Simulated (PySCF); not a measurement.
SMILES C=[CH][Ge]([F])([Br])[Br] (PBE0/def2-SVP optimised geometry):

```
9

C     -2.406    -0.907    -2.391
C     -1.658    -1.638    -1.561
Ge    -0.892    -0.830     0.000
F     -1.395     0.830     0.000
Br    -1.635    -1.746     1.959
Br     1.395    -0.830     0.000
H     -2.602     0.154    -2.209
H     -2.853    -1.348    -3.289
H     -1.461    -2.699    -1.743
```

Level of theory: PySCF with PBE0/def2-TZVP.

What are the frontier orbital energies and the dipole moment?

HOMO-2 -8.83 eV, HOMO-1 -8.75 eV, HOMO -8.56 eV, LUMO -1.40 eV, LUMO+1 -1.39 eV; dipole moment 2.83 D.

Meta-Löwdin charges at PBE0/def2-TZVP: C1 -0.19, C2 -0.34, Ge3 1.06, F4 -0.50, Br5 -0.23, Br6 -0.23, H7 0.14, H8 0.14, H9 0.15.
